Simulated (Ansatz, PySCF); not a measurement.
Gas-phase reaction (SMILES): Nc1ccsc1 [thiophen-3-amine] + 8 [H][H] (H2) -> 4 C (CH4) + N (NH3) + S (H2S); energy of full hydrogenation.

Geometries: B3LYP-D3(BJ)/def2-TZVP minima from Ansatz (a quantum-chemistry and plane-wave program), one conformer each, not searched for the lowest. Valence correlation only, unless marked. Spin-orbit coupling is left out. Non-relativistic. Basis-set limits of correlation are two-point, X^-3; Hartree-Fock from the larger set. Unstable Hartree-Fock reference: Nc1ccsc1. Thermal terms are rigid-rotor harmonic-oscillator values from B3LYP-D3(BJ) frequencies (PySCF) at 298.15 K and 1 atm. 1 Eh = 627.5095 kcal/mol.

```tsv
species	E, CCSD(T)/CBS(cc-pV(T+d)Z,cc-pV(Q+d)Z) (Ansatz) (Eh)	E, PBE-D3(BJ)/def2-TZVPD (Ansatz + dftd3) (Eh)	H - E (Eh)	G - E (Eh)
Nc1ccsc1	-607.66409	-608.03849	0.08979	0.05427
[H][H] (H2)	-1.17450	-1.16598	0.01336	-0.00144
C (CH4)	-40.45816	-40.46420	0.04840	0.02728
N (NH3)	-56.50369	-56.51114	0.03799	0.01614
S (H2S)	-398.96824	-399.22909	0.01881	-0.00454
```

Question: Work out ΔE and ΔH, ΔG, ΔS and the equilibrium constant at 298.15 K at the first level, then ΔH at the second.

Answer: 
1. ΔE = [4×(-40.45816) + (-56.50369) + (-398.96824)] - [(-607.66409) + 8×(-1.17450)] = -0.24448 Eh = -153.4 kcal/mol at CCSD(T)/CBS(cc-pV(T+d)Z,cc-pV(Q+d)Z).
2. The terms H - E add up to 0.05373 Eh, so ΔH = (-0.24448 + (0.05373))×627.5095 = -119.7 kcal/mol.
3. The terms G - E add up to 0.07797 Eh, so ΔG = -104.5 kcal/mol, and ΔS = (0.05373 - (0.07797))×627509.5/298.15 = -51.0 cal/(mol K).
4. log10 K = -ΔG/(RT ln 10) = 76.6, with RT ln 10 = 1.3642 kcal/mol.
5. With ΔH and ΔS taken as constant, ΔG changes sign near ΔH/ΔS = 2350 K, a rough figure that leaves out heat capacities.
6. At PBE-D3(BJ)/def2-TZVPD the same steps give ΔE = -144.8 and ΔH = -111.1 kcal/mol, a shift of +8.6 from the first level.
7. These values are not checked against measurement here, since the tables used lack a sound gas-phase enthalpy of formation for at least one species.
